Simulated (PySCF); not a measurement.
# RuO₂F + H₂O → HRuO₃ + HF

Level: PBE0 in the def2-TZVP basis family, computed in PySCF with density fitting; scalar-relativistic core potentials for atoms from Rb on, none lighter, no spin–orbit coupling; open shells unrestricted.

```tsv
species	state and structure	E (Eh)	ZPE (kJ/mol)	H(298 K) − H(0) (kJ/mol)	S° (J/(mol K))
RuO₂F	doublet, C2v, Ru–F 1.839 Å, Ru–O 1.644 Å (×2); F–Ru–O 117.2° (×2), O–Ru–O 125.5°	-345.01505	20.1	14.8	306.2
H₂O	singlet, C2v, O–H 0.960 Å (×2); H–O–H 105.1°	-76.37736	56.5	9.9	188.7
HRuO₃	doublet, Cs, Ru–H 1.578 Å, Ru–O 1.662 Å (×2), Ru–O 1.716 Å; H–Ru–O 93.0°, H–Ru–O 101.0° (×2), O–Ru–O 112.4° (×2), O–Ru–O 128.3°	-320.95672	42.6	14.9	309.0
HF	singlet, C∞v, H–F 0.920 Å	-100.39188	24.9	8.7	173.6
```

(1) What is the electronic reaction energy?

(2) Add zero-point, thermal and entropy terms for 298.15 K and 1 bar.

## Answers

(1) At PBE0/def2-TZVP, ΔE = 115.0 kJ/mol from the differences of the total energies times 2625.5, uphill. Hydrolysis steps of this kind drive oxide growth by atomic layer deposition.

(2) ΔZPE = -9.1 and Δ[H(298) − H(0)] = -1.1 kJ/mol give ΔH° = 104.8 kJ/mol. ΔS° = -12.3 J/(mol K), so ΔG° = 104.8 − 298.15 × (-0.0123) = 108 kJ/mol and log₁₀K = -19.0.

Open d or f shells are single determinants, so the state found may not be the ground state. Only the bonding shown was studied: isomers, or loss of a ligand pair, can lie lower.
